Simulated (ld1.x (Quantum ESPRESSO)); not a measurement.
Configuration tests for cobalt (TM)

ld1.x (Quantum ESPRESSO) 7.5 input, shortened:

```
&input
   title='Co', zed=27., rel=1, dft='PBE', iswitch=3,
   config='[Ar] 3d7.5 4s1.5 4p0'
 /
 &inputp
   pseudotype=2, tm=.true., lloc=-1, rcloc=2.20,
   nlcc=.true., new_core_ps=.true., rcore=0.90
 /
3
4S  1  0   1.50   0.00  3.84  3.84  0.0
3P  2  1   6.00   0.00  1.30  1.30  0.0
3D  3  2   7.50   0.00  1.60  1.60  0.0
 &test
   configts(1)='3p6 3d7.5 4s1.5 4p0'
 /
```

Energies are relative to the spin-unpolarised reference configuration 3p6 3d7.5 4s1.5 4p0; without spin polarisation the order of configurations can differ from experiment.

| valence configuration | charge | ΔE all-electron (eV) | error AE − PS (meV) |
| --- | --- | --- | --- |
| 3p6 3d7 4s2 4p0 | 0 | 0.961 | +46 |
| 3p6 3d7 4s0 4p0 | +2 | 26.776 | -280 |
| 3p6 3d6 4s2 4p0 | +1 | 16.142 | +850 |
| 3p6 3d6 4s0 4p0 | +3 | 62.646 | -868 |
| 3p6 3d7 4s0 4p2 | 0 | 9.939 | -906 |

What are ΔE and the potential's error for 3p6 3d7 4s1 4p0?

ΔE = 9.991 eV all-electron; the error (AE − PS) is +22 meV.

What are ΔE and the potential's error for 3p6 3d7 4s1.5 4p0?

ΔE = 4.563 eV all-electron; the error (AE − PS) is +45 meV.

Levels in the configuration 3p6 3d6 4s2 4p0:

```tsv
level	all-electron (eV)	pseudo (eV)
3p	-81.044	-79.420
3d	-22.788	-21.114
4s	-14.528	-14.499
```
